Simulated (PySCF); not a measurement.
Stepwise substitution at one centre (Sn NH2-OCH3). All species are isolated molecules in the gas phase. One relaxed conformer stands for each flexible species; it need not be the lowest. Strings in code marks are SMILES. In the def2 sets, heavy atoms carry core potentials. All members: neutral, multiplicity 1. Level: PBE0-D4/def2-TZVP // PBE0-D4/def2-SVP (PySCF), beside PBE-D3(BJ)/def2-TZVP // PBE0-D4/def2-SVP (PySCF) at the same geometries. 

```json
[
 {"species": "`C[O][Sn]([O]C)([O]C)[O]C`", "HOMO–LUMO gap, PBE (eV)": "3.69", "HOMO–LUMO gap, PBE0-D4 (eV)": "6.30"},
 {"species": "`C[O][Sn]([NH2])([O]C)[O]C`", "HOMO–LUMO gap, PBE (eV)": "3.88", "HOMO–LUMO gap, PBE0-D4 (eV)": "6.45"},
 {"species": "`C[O][Sn]([NH2])([NH2])[O]C`", "HOMO–LUMO gap, PBE (eV)": "4.09", "HOMO–LUMO gap, PBE0-D4 (eV)": "withheld"},
 {"species": "`C[O][Sn]([NH2])([NH2])[NH2]`", "HOMO–LUMO gap, PBE (eV)": "4.19", "HOMO–LUMO gap, PBE0-D4 (eV)": "6.69"},
 {"species": "`[NH2][Sn]([NH2])([NH2])[NH2]`", "HOMO–LUMO gap, PBE (eV)": "4.40", "HOMO–LUMO gap, PBE0-D4 (eV)": "6.75"}
]
```

Task: Fit y = a + b·x, y being the HOMO–LUMO gap at the first level, to the 4 complete rows by least squares, with x = the PBE value in eV. Give a, b and the rms residual, and predict the withheld value.

Result: Means of the 4 rows: x̄ = 4.04, ȳ = 6.5475 eV. Σ(x − x̄)² = 0.3002 and Σ(x − x̄)(y − ȳ) = 0.1965, so b = 0.655 and a = ȳ − b·x̄ = 3.901 eV. The rms residual is 0.029 eV. At x = 4.09 the line gives 6.58 eV. The run for `C[O][Sn]([NH2])([NH2])[O]C` gave 6.61 eV, so the line is off by 0.03 eV, within twice the rms residual.

Codes: PySCF.
